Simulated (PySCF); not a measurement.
Calculated NMR parameters of C[SiH2][Si]([SiH3])([SiH3])O[SiH3]

| Property | Result |
| --- | --- |
| Formula | CH14OSi5 |
| SMILES | C[SiH2][Si]([SiH3])([SiH3])O[SiH3] |
| Point group of the computed structure | C1 |
| Degrees of unsaturation | 0 |
| Carbon signals | 1 |
| Proton signals | 4 |

Molfile (atoms numbered from 1):
```
CH14OSi5
     RDKit          3D

 21 20  0  0  0  0  0  0  0  0999 V2000
   -1.0479    2.4574    0.9463 C   0  0  0  0  0  0  0  0  0  0  0  0
   -1.8257    0.7515    0.6153 Si  0  0  0  0  0  4  0  0  0  0  0  0
   -0.1406   -0.8036    0.1203 Si  0  0  0  0  0  4  0  0  0  0  0  0
   -0.7931   -2.6714   -1.1122 Si  0  0  0  0  0  4  0  0  0  0  0  0
    1.2606   -1.2477    1.9384 Si  0  0  0  0  0  4  0  0  0  0  0  0
    0.8327   -0.0213   -0.9720 O   0  0  0  0  0  0  0  0  0  0  0  0
    1.7926    1.1142   -1.5868 Si  0  0  0  0  0  4  0  0  0  0  0  0
   -1.7912    3.2253    1.1418 H   0  0  0  0  0  0  0  0  0  0  0  0
   -0.4599    2.7752    0.0890 H   0  0  0  0  0  0  0  0  0  0  0  0
   -0.3802    2.4205    1.8030 H   0  0  0  0  0  0  0  0  0  0  0  0
   -2.5773    0.3591    1.8202 H   0  0  0  0  0  0  0  0  0  0  0  0
   -2.8410    0.9424   -0.4367 H   0  0  0  0  0  0  0  0  0  0  0  0
   -1.7269   -2.3902   -2.2105 H   0  0  0  0  0  0  0  0  0  0  0  0
    0.3042   -3.4288   -1.7270 H   0  0  0  0  0  0  0  0  0  0  0  0
   -1.4878   -3.6129   -0.2248 H   0  0  0  0  0  0  0  0  0  0  0  0
    1.9517   -0.0709    2.4844 H   0  0  0  0  0  0  0  0  0  0  0  0
    0.4608   -1.7913    3.0433 H   0  0  0  0  0  0  0  0  0  0  0  0
    2.3237   -2.2286    1.6815 H   0  0  0  0  0  0  0  0  0  0  0  0
    0.9554    1.9534   -2.4438 H   0  0  0  0  0  0  0  0  0  0  0  0
    2.8197    0.3933   -2.3318 H   0  0  0  0  0  0  0  0  0  0  0  0
    2.3613    1.8911   -0.4838 H   0  0  0  0  0  0  0  0  0  0  0  0
  1  2  1  0
  2  3  1  0
  3  4  1  0
  3  5  1  0
  3  6  1  0
  6  7  1  0
  1  8  1  0
  1  9  1  0
  1 10  1  0
  2 11  1  0
  2 12  1  0
  4 13  1  0
  4 14  1  0
  4 15  1  0
  5 16  1  0
  5 17  1  0
  5 18  1  0
  7 19  1  0
  7 20  1  0
  7 21  1  0
M  END
```

Theoretical values (PySCF 2.14): shieldings: GIAO PBE0/pcSseg-1, coordinates at the GFN2-xTB level. Relativity neglected, in vacuum, single conformer, one averaged value for each set of equivalent atoms.

Referencing at the same level of theory: 1H (31.72 ppm) and 13C (186.93 ppm) and 29Si (349.16 ppm) vs TMS; 17O (336.08 ppm) against H2O.

| carbon | δC, type | δH (multiplicity) | HMBC from (2–3 bonds) | span of the C tensor (ppm) |
| --- | --- | --- | --- | --- |
| C1 | -9.0, CH3 | 0.48 (t) | H11/H12 | 11 |

Other nuclei:
| atoms | nucleus | environment | δ (ppm) | σ (ppm) |
| --- | --- | --- | --- | --- |
| H19/H20/H21 | 1H | hydrogen on a silicon bonded to O | 4.97 | 26.74 |
| H11/H12 | 1H | hydrogen on a silicon bonded to C, Si | 4.08 | 27.64 |
| H13/H14/H15/H16/H17/H18 | 1H | hydrogen on a silicon bonded to Si | 3.64 | 28.08 |
| Si3 | 29Si | silicon bonded to O, 3 Si | 2.9 | 346.3 |
| Si7 | 29Si | silicon bonded to O, 3 H | -43.3 | 392.5 |
| Si2 | 29Si | silicon bonded to C, Si, 2 H | -74.9 | 424.1 |
| Si4/Si5 | 29Si | silicon bonded to Si, 3 H | -114.5 | 463.7 |
| O6 | 17O | oxygen bonded to 2 Si | -21.1 | 357.2 |

- δC -9.0: methyl carbon bonded to Si; an electropositive neighbour leaves it electron-rich and shielded.
- δH 4.97: hydrogen on a silicon bonded to O.
- δH 4.08: hydrogen on a silicon bonded to C, Si.
- δH 3.64: hydrogen on a silicon bonded to Si.
- δH 0.48: hydrogen on a methyl carbon bonded to Si; an electropositive neighbour shields it, as in TMS itself.

Shifts are as computed. Against solution values, carbons near 30 ppm lie about +3 ppm off and those near 130 ppm about +5 ppm. Of 1211 compounds with measured shifts, 218 miss one by over three times the rms of a fit or turn the order of signals round; such compounds aren't used in these exercises. Experimental scales use liquid or dissolved standards, which lie at an offset from isolated H2O (liquid H2O: subtract about 36 ppm). No couplings were computed; multiplicities are counted from neighbouring protons, with m where these are inequivalent, close in shift, in a saturated or five-membered ring or joined by F or P, and br s for small geminal =CH2 splittings.
